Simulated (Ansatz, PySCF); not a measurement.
In(Me)2(OH) (C₂H₇InO), SMILES [CH3][In]([CH3])[OH].

Geometry optimised at PBE0-D3(BJ)/def2-SVP. The structure was generated by enumeration; whether it is a known compound was not checked. The def2 effective core potentials stand for the cores of In; spin–orbit coupling is left out. Other conformers were not sampled.

Vertical ionisation energy (IE) and electron affinity (EA) in eV. Rows of orbital energies are one-electron estimates. Where ΔSCF, EOM or ADC give a negative EA the extra electron is unbound and the value depends on the basis.

```tsv
level	IE	EA
−ε(HOMO), −ε(LUMO), HF/def2-TZVP (PySCF)	…	…
−ε(HOMO), −ε(LUMO), PBE/def2-TZVP (PySCF)	6.20	1.43
ΔSCF, CAM-B3LYP/def2-SVPD (Ansatz), final states of multiplicity 2 and 2	9.66	-0.50
ΔSCF, PBE/def2-SVPD (Ansatz), final states of multiplicity 2 and 2	9.17	-0.30
```

Q: Fill in the missing entries. (An estimate is asked for; the answer gives what the named calculation found.)

A: 
- −ε(HOMO), −ε(LUMO), HF/def2-TZVP (PySCF), IE: 10.13
- −ε(HOMO), −ε(LUMO), HF/def2-TZVP (PySCF), EA: -1.46

Q: What vertical singlet–triplet gap does ΔSCF give with CAM-B3LYP/def2-SVPD (Ansatz, a program for electronic structure) and with PBE/def2-SVPD (Ansatz)? (Estimate from the structure and the level; the computed values follow.)

A: 5.30 and 4.75 eV (triplet above singlet where positive).
